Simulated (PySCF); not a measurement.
SMILES CN(C)[Si](C)C (C4H12NSi), doublet (GFN2-xTB optimised geometry):

```
18

C     -2.154    -1.255     1.995
N     -0.818    -1.430     1.492
C     -0.212    -2.640     1.979
Si    -0.306    -0.697     0.000
C     -0.955     1.099     0.000
C      1.603    -0.697     0.000
H     -2.816    -2.076     1.691
H     -2.136    -1.227     3.090
H     -2.570    -0.321     1.630
H      0.801    -2.726     1.599
H     -0.777    -3.530     1.674
H     -0.178    -2.622     3.072
H     -0.446     1.676    -0.765
H     -2.019     1.156    -0.206
H     -0.771     1.580     0.959
H      2.019    -1.676    -0.213
H      1.974    -0.017    -0.760
H      1.993    -0.368     0.962
```

Method: unrestricted PBE0/def2-SVP run with PySCF.

What are the frontier orbital energies (α orbitals alone; a β orbital can be the lowest empty one) and the dipole moment?

HOMO-2 -8.57 eV, HOMO-1 -7.12 eV, HOMO -4.58 eV, LUMO 1.74 eV, LUMO+1 2.01 eV; dipole moment 0.88 D.

On the same geometry unrestricted PBE/def2-SVP run with PySCF gives HOMO-2 -7.19 eV, HOMO-1 -5.70 eV, HOMO -3.41 eV, LUMO 0.88 eV, LUMO+1 1.18 eV; dipole moment 1.03 D.

Meta-Löwdin charges at PBE0/def2-SVP: C1 -0.19, N2 -0.39, C3 -0.19, Si4 0.61, C5 -0.54, C6 -0.54, H7 0.08, H8 0.09, H9 0.10, H10 0.10, H11 0.08, H12 0.09, H13 0.12, H14 0.11, H15 0.11, H16 0.11, H17 0.12, H18 0.11.
